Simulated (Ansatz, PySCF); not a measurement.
Ways to break one bond of NB(Br)Br:

A. NB(Br)Br -> [NH]B(Br)Br + H atom
B. NB(Br)Br -> N[B]Br + Br atom
C. NB(Br)Br → Br[B]Br + [NH2] (NH2)

Quantity: bond dissociation energy (enthalpy at 298 K, with B3LYP-D3(BJ) rigid-rotor harmonic-oscillator terms), kcal/mol. Geometries: B3LYP-D3(BJ)/def2-TZVP minima from Ansatz (a quantum-chemistry and plane-wave program), one conformer each, not searched for the lowest. Frequencies are from Ansatz or PySCF. Correlated levels leave the core frozen unless marked. Open shells are spin-unrestricted. No spin-orbit coupling. The frozen core is the preceding noble-gas configuration, with the filled d and f shells of earlier blocks. No relativistic terms. CBS(X,Y): correlation extrapolated as X^-3; Hartree-Fock from the larger set.

```csv
,HF/6-31G* (Ansatz),HF/cc-pVDZ (Ansatz),PBE0/def2-TZVPD (Ansatz),"CCSD(T)/CBS(cc-pVTZ,cc-pVQZ) (Ansatz)"
A,87.9,88.0,113.0,118.9
B,75.7,75.1,102.7,105.4
C,105.2,103.6,130.5,135.2
```
